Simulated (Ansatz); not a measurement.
Abridged output of a molecular run in Ansatz:

```
Functional definition: HF
1556 factors; integrals over basis functions are off by at most 1.1e-3 eV
mean field evaluation 1: about -19376.0296 eV, gradient 4.5e1 eV
mean field evaluation 2: about -19376.3414 eV, gradient 4.6e1 eV
mean field evaluation 4: about -19380.5650 eV, gradient 4.1e0 eV
mean field evaluation 8: about -19380.6266 eV, gradient 3.2e-1 eV
mean field -19380.62710311 eV, -712.2249093785 hartree, gradient 2.0e-6 eV, S^2 0.000000; 0 other end points of the search recorded, 0 dependent functions left out
10 core orbitals not correlated: weight in the atoms' cores, before any rotation towards them, 1.000 or more for the frozen orbitals, at most 0.000 for the correlated occupied ones
reference -19380.62710311 eV, -712.2249093785 hartree; 17, 17 occupied and 226, 226 virtual orbitals, 1556 factors
second order -29.12338771 eV of doubles, -0.00000000 eV of singles
cycle   1  -29.31725130 eV  change   -1.9e-1 eV  update   1.1e-1
cycle   2  -29.97313352 eV  change   -6.6e-1 eV  update   3.3e-2
cycle   3  -30.12696385 eV  change   -1.5e-1 eV  update   1.7e-2
cycle   4  -30.10993641 eV  change    1.7e-2 eV  update   4.2e-3
cycle   5  -30.10851984 eV  change    1.4e-3 eV  update   1.8e-3
cycle   6  -30.10954776 eV  change   -1.0e-3 eV  update   4.8e-4
cycle   7  -30.10926092 eV  change    2.9e-4 eV  update   1.7e-4
cycle   8  -30.10919434 eV  change    6.7e-5 eV  update   5.6e-5
cycle   9  -30.10922066 eV  change   -2.6e-5 eV  update   2.5e-5
perturbative correction -1.26375248 eV, -0.0464420469 hartree
Total energy: -19412.00007625 eV, -713.3778448760 hartree
```

Its atoms:

```xyz
10

C     1.256    0.354    1.691
C     0.724    0.120    0.505
O    -0.631    0.024    0.346
B    -1.204   -0.208   -0.857
O    -0.463   -0.358   -1.978
Cl   -2.969   -0.308   -0.905
H     0.639    0.476    2.573
H     2.330    0.425    1.789
H     1.307   -0.008   -0.400
H    -0.989   -0.518   -2.765
```

(1) Which basis set was used?
A. cc-pV(D+d)Z
B. def2-TZVPP
C. def2-TZVPPD
D. cc-pV(Q+d)Z

(2) Write the keys of the input that set method, charge and spin (a neutral closed shell needs none for the last two).

## Answers

(1) B. It gives 253 functions.

(2) 
```yaml
correlation: {method: ccsd_t}
```
